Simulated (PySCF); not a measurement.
C4H10OSi, SMILES C/C=C/OC[SiH3].

Geometry: PBE0-D3(BJ)/def2-SVP. The structure was generated by enumeration; whether it is a known compound was not checked. The values are those of a single conformer.

These are PBE/def2-TZVP run with PySCF values and carry that method's errors.

Computed frontier levels, gap, dipole moment and polarisability:
```yaml
highest_occupied_level: -5.07 eV
lowest_empty_level: -0.28 eV
orbital_gap: 4.79 eV
dipole_moment: 1.25 D
quadrupole, principal values (traceless, Buckingham form, about the centre of nuclear charge): -2.44, -0.04, 2.48 D·Å
mean_static_polarisability: 88.3 bohr³ (13.09 Å³)
polarisability_principal_values: 66.3, 76.3, 122.4 bohr³
```
